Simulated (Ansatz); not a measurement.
Cu3O2, relaxed as a doublet with UKS B3LYP-D4/def2-SVP in Ansatz, starting from the GFN2-xTB geometry. Force threshold 0.02 eV/Å.

The structure comes from a short search, and lower isomers may exist.

Start:

```xyz
5

Cu    1.236    0.590    0.316
Cu   -0.693   -0.742    0.971
Cu   -0.543    0.152   -1.287
O     0.594   -1.046   -0.374
O    -0.594    1.046    0.374
```

(1) Estimate the energy that the relaxation releases and the steps that it takes.

(2) Does the start keep its bonding and symmetry?

(3) Predict the relaxed structure.

Results:

(1) 7.9 kcal/mol, in 5 steps; 8.5 s on 4 threads of AMD EPYC 9R45 on a shared host. No frequencies were taken in this run, so the end may be a saddle point.

(2) By distances, no bond broke or formed. The bond that changes most is Cu2–O4, from 1.89 to 1.97 Å (atoms count from 1). Point group D3h at the start, D3h at the end, both within 0.05 Å.

(3) 
Cartesian coordinates in Å:
```
Cu 1.221 0.582 0.312
Cu -0.685 -0.733 0.960
Cu -0.536 0.151 -1.272
O 0.659 -1.160 -0.415
O -0.659 1.160 0.415
```
Bond lengths (bridged metal pairs left out): 6 × Cu–O 1.97 Å.
